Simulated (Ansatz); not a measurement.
`[SiH3][AlH][GeH3]`. Charge 0, multiplicity 1. Correlated methods include outer-core shells of Ge, which these sets cover unevenly. Scalar relativity is left out up to krypton.

```xyz
10

Si    1.5669    0.8984   -1.1524
Al   -0.3950    0.9025    0.3276
Ge   -1.3778   -1.2738    0.9996
H     2.6802    0.1237   -0.5303
H     2.0853    2.2573   -1.4751
H     1.2358    0.2217   -2.4406
H    -1.0332    2.2622    0.8499
H    -0.3361   -2.1505    1.7261
H    -1.8267   -2.0822   -0.2361
H    -2.5994   -1.1593    1.9314
```

Give the diagnostics of a CCSD(T)/def2-TZVPP run (frozen core, Ansatz). (Estimate.)

The calculation gave: T1 = 0.0128, largest single amplitude 0.017, largest double 0.030, (T) share of the correlation energy 3.2 %, 9 CCSD cycles. The RHF solution is stable towards an unrestricted one. T1 lies under the customary mark of 0.02 for closed shells.
